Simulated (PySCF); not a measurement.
A structure optimised at PBE-D3(BJ)/def2-SVP, used in a PySCF frequency run:

```xyz
8

W      0.0378    -0.4201    -0.1124
N     -1.4416    -1.3716    -0.2171
H     -2.0817    -2.0655    -0.6155
N      1.1762    -0.8206    -1.3948
H      1.4870    -1.3207    -2.2343
Br    -0.5523     1.9642    -0.2717
S      1.1829    -1.1065     1.8348
H      0.0605    -1.2257     2.6039
```

**Question.** Write its SMILES and formula.

**Answer.** [NH]=[W](=[NH])([SH])[Br], BrH3N2SW

**Question.** What are its rotational constants (standard atomic weights)?

**Answer.** 2.3464, 0.90573, 0.79680 GHz
